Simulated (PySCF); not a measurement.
# CaI₂: from structure and modes to constants

These are results of PBE0/[Ca def2-TZVP, I def2-TZVP with ECP28], scalar-relativistic core potentials, density fitting, no spin–orbit coupling, PySCF, not measurements.

The singlet minimum has D∞h symmetry. Masses (u): Ca 39.96259, I 126.90447.

```xyz
3
charge 0 multiplicity 1, angstrom
Ca    0.0000    0.0000    0.0000
I     0.0000    0.0000    2.8246
I     0.0000    0.0000   -2.8246
```

Harmonic wavenumbers (cm⁻¹): 43.7 (πu, ×2), 124.5 (σg+, ×1), 313.3 (σu+, ×1).

Question: Find the principal moments of inertia and the rotational constants. What kind of rotor is it?

Answer: About the centre of mass I = 2025 u Å². With B = 16.8576/I this gives 0.008325 cm⁻¹. The molecule is linear.

Question: What is the harmonic zero-point energy?

Answer: Half the sum of all 4 wavenumbers, 525/2 = 263 cm⁻¹, which is 3.1 kJ/mol (1 cm⁻¹ = 0.0119627 kJ/mol).

Question: Find the vibrational entropy and heat capacity at 298.15 K.

Answer: With u = 1.43878 ω/T, each mode gives S = R[u/(eᵘ−1) − ln(1−e⁻ᵘ)] and C = R u² eᵘ/(eᵘ−1)².
```json
{"ω (cm⁻¹)": "43.7 (×2)", "u": "0.211", "S (J/(mol K))": "21.28", "C (J/(mol K))": "8.28"}
{"ω (cm⁻¹)": "124.5", "u": "0.601", "S (J/(mol K))": "12.68", "C (J/(mol K))": "8.07"}
{"ω (cm⁻¹)": "313.3", "u": "1.512", "S (J/(mol K))": "5.63", "C (J/(mol K))": "6.90"}
```
The sums over all modes are S = 60.9 and C = 31.5 J/(mol K); the softest mode gives 35 % of the entropy (each member, where degenerate).

Question: Give the standard entropy (298.15 K, 1 bar) by its translational, rotational, vibrational and spin parts, and Cp.

Answer: Sackur–Tetrode with M = 293.77 u gives 179.7; rotation with symmetry number 2 gives 86.7; vibration 60.9; spin R ln 1 = 0.0. The total is 327.3 J/(mol K), and Cp = 7/2 R + 31.5 = 60.6 J/(mol K).

Question: Find the bond force constant k and the stretch–stretch coupling k′ of the valence force field.

Answer: For linear XMX, 4π²c²ω(σg)² = (k + k′)/mX and 4π²c²ω(σu)² = (k − k′)(1 + 2mX/mM)/mX. So k + k′ = 1.159 and k − k′ = 0.998 mdyn/Å, giving k = 1.078 and k′ = 0.080 mdyn/Å.
